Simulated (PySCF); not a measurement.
**V: electron affinity**

V⁻ [Ar] 3d4 4s2 (5D) → V [Ar] 3d3 4s2 (4F), as a difference of total energies. Calculation: PySCF 2.14, in x2c-TZVPPall with one added diffuse shell each of s, p, d, f type (7s6p5d3f1g, 80 functions); the spin-free X2C one-electron Hamiltonian (Gaussian nucleus). Correlated levels: valence: [Ar] frozen. The calculations carry no spin-orbit coupling.

```tsv
method	electron affinity (eV)
UHF	-0.673
MP2 (valence)	-0.165
SCS-MP2 (valence)	-0.845
CCSD (valence)	0.055
CCSD(T) (valence)	0.169
```

The reference lies between the lowest fine-structure levels, while these numbers refer to the centres of the terms.

Errors of the correlated levels include the incompleteness of this basis and the frozen core.

A negative affinity means that the anion lies above the atom at that level of theory.

The coupled-cluster amplitudes are large for V⁻ (T1 above 0.03 or a double amplitude above 0.15), so a single reference is strained.

For comparison: 0.528 eV (measured; photodetachment measurements, as compiled on the Wikipedia data page of electron affinities).
